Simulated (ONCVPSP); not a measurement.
**W (Z = 74): one change to an ONCV potential, before and after**

tungsten (W), optimised norm-conserving Vanderbilt (ONCV), made with ONCVPSP 4.0.1 (LDA (Perdew-Zunger), scalar-relativistic). Core [Kr] 4d10 4f14, reference 5s2 5p6 5d4 6s1.75 6p0.25. Waves: 5s+6s: rc 1.75 bohr, ncon 4, nbas 7, qcut 9 1/bohr, 2 projectors; 5p+6p: rc 2.50 bohr, ncon 4, nbas 9, qcut 5.4 1/bohr, 2 projectors; 5d: rc 2.50 bohr, ncon 4, nbas 8, qcut 7.3 1/bohr, 3 projectors, debl 2.6 Ha. Local part: polynomial inside 1.65 bohr (lpopt 2, dvloc0 0 Ha). Core correction: polynomial model core, fcfact 0.2.

All-electron outer shells of the reference configuration (LDA (Perdew-Zunger), scalar-relativistic, ld1.x):

```csv
shell,level (eV),outermost node (bohr),outermost maximum (bohr)
4d,-238.68,0.22,0.45
5s,-79.71,0.53,0.96
5p,-43.80,0.57,1.09
4f,-33.88,–,0.43
6s,-6.20,1.28,2.64
5d,-5.06,0.63,1.50
6p,-1.70,1.53,3.70
```

Change: all radii but the core radius scaled by about 1.23 (s 2.14, p 3.08, d 3.08 bohr); local potential polynomial inside 2.02 bohr (lpopt 2, dvloc0 0 Ha).

Cutoffs: the cutoffs (Ha) at which the residual kinetic energy of the hardest occupied pseudo-wave falls to 1 and 0.1 mHa per electron; they do not see the model core or the augmentation charge, which bear on the density cutoff. Errors are all-electron minus pseudo energies relative to the spin-unpolarised reference configuration.

**Question.** Predict the effect on cutoff, ghosts and configuration errors.

**Answer.** The potential gets softer (25 Ha and 29 Ha → 18 Ha and 22 Ha); a bound ghost appears in s, which as a rule spoils a file; of the 4 tests that both files solve, the error grows in 3 and shrinks in 0 by more than 15 % and 0.3 meV (median size 7.1 → 10.3 meV). A larger radius leaves more room for a smooth pseudo-wave, so fewer plane waves are needed. More of the atom is replaced by a form fitted at one configuration, so other configurations suffer.

| quantity | base | changed |
| --- | --- | --- |
| cutoff, loose | 25 Ha | 18 Ha |
| cutoff, tight | 29 Ha | 22 Ha |
| loose cutoff by channel | s 25 Ha, p 10 Ha, d 14 Ha | s 18 Ha, p 9.1 Ha, d 13 Ha |
| bound ghosts | none | s |
| GHOST(+) flags under 300 eV | none | none |
| error for 5s2 5p6 5d4 6s2 6p0, meV [ΔE -1.12 eV] | +0.3 | +0.2 |
| error for 5s2 5p6 5d4 6s1 6p0, meV [ΔE 8.02 eV] | -3.1 | -3.9 |
| error for 5s2 5p6 5d4 6s0 6p0, meV [ΔE 24.04 eV] | -11 | -17 |
| error for 5s1 5p6 5d4 6s2 6p0, meV [ΔE 84.58 eV] | -294 | -544 |
| rms error of d²Exc/dni dnj with the model core, mHa | 1.07 | 0.83 |

 A true bound ghost makes a file unfit for plane-wave use even where its test errors are small: the radial tests pick states by their node count and pass the ghost by.
